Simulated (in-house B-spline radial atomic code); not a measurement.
## Solving the quasi-particle equation for 2p up of the phosphorus ion P⁸⁺

Configuration [He] 2s2 2p3, highest spin, start PBE; correlation leaves out the deepest shell. Computed with an all-electron radial atomic-structure program (B-spline basis): all electrons, non-relativistic, point nucleus, each spin shell either full or empty, empty states to l = 9 with an (l + 1/2)⁻⁴ tail; G0W0 by contour deformation at full frequency.

At the mean-field level ε = -347.64 eV the matrix elements are Σx = -84.694 eV, v_xc = -57.991 eV and Σc(ε) = 1.571 eV, and the slope of the correlation self-energy is dΣc/dω = -0.0209. The quasi-particle energy solves E = ε + Σx − v_xc + Σc(E).

(1) What does the linearised equation give?

(2) How does that compare with the full solution and with static screening?

Results:

(1) Z = 1/(1 − dΣc/dω) = 1/1.0209 = 0.9795. The first-order shift is Σx − v_xc + Σc(ε) = -84.694 − (-57.991) + (1.571) = -25.132 eV, so E ≈ ε + Z × shift = -347.64 + 0.9795 × (-25.132) = -372.257 eV.

(2) Solving the equation at full frequency dependence gives E = -372.160 eV, where Σc = 2.183 eV and the weight is 0.971; the linearised value is off by 97 meV. Leaving Z out would give -372.772 eV. Static COHSEX puts -3.528 eV in place of Σc and gives -377.871 eV, 5.71 eV deeper.
